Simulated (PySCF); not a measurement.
C3H6O3SSi.
Geometry (GFN2-xTB, Å), atoms numbered from 1 in this order:
```xyz
14
C3H6O3SSi angstrom
C     -2.303   -0.335    0.518
C     -1.200    0.380    0.474
Si    -0.096    1.779   -0.042
C      0.192    0.216    1.011
S      1.013   -0.951   -0.002
O      0.934   -2.302    0.469
O      0.663   -0.684   -1.364
O      2.563   -0.489    0.216
H     -2.349   -1.268    1.061
H     -3.204   -0.024    0.015
H     -0.212    2.948    0.824
H      0.503    1.945   -1.345
H      0.378    0.040    2.058
H      3.118   -1.256    0.365
```

Definitions: NICS(0) = −σiso at the ring centroid; NICS(1) = −σiso and NICS(1)zz = −σzz at ±1 Å along the ring normal z. Level: GIAO PBE0/pcSseg-1 (PySCF, non-relativistic, gas phase) on the GFN2-xTB geometry, one conformer.

Ring bond lengths (Å), with Mayer bond orders in brackets: C2–Si3 1.856 (0.92), Si3–C4 1.907 (0.79), C4–C2 1.502 (0.83).

Q: What do the NICS probes read (ppm)?

A: 
| ring | type | NICS(0) | NICS(1), two faces | NICS(1)zz, two faces | rms pucker (Å) | centre to ring atoms, mean (Å) |
| --- | --- | --- | --- | --- | --- | --- |
| C2–Si3–C4 | 3-membered ring with Si; formal bonds all single | -14.2 | -7.8 / -6.3 | -15.1 / -17.8 | 0.00 | 1.01 |

Q: What do they say, and how far can they be read as aromaticity?

A: 
- C2–Si3–C4: mean NICS(1)zz -16.4 ppm, shielded. Si3, C4 have four or more neighbours, so the value isn't read as a sign of a π ring current. NICS(0) lies 7 ppm below the mean NICS(1).

Q: What is the mean of the two in-plane components of NICS at the second NICS(1) probe listed for ring C2–Si3–C4, 1 Å off the ring?

A: The isotropic value is a third of the trace: (3 × -6.3 − (-17.8))/2 = -0.5 ppm.

Q: List the ring angles and the Hirshfeld charges of the ring atoms.

A: 
- C2–Si3–C4: C2 68.3° (-0.101 e), Si3 47.0° (+0.335 e), C4 64.7° (-0.140 e); sum 180.0° against 180° for a flat convex ring.

Q: How shielded are the nuclei of the rings and their hydrogens (means over atoms taken as equivalent)?

A: 
```tsv
atoms	environment	σ isotropic (ppm)
C2	fully substituted alkene carbon	47.8
Si3	SiH2 silicon	480.9
C4	sp3 carbon bound to sulfur	146.1
H11	Si–H hydrogen	28.06
H12	Si–H hydrogen	27.66
H13	methine hydrogen	28.40
```
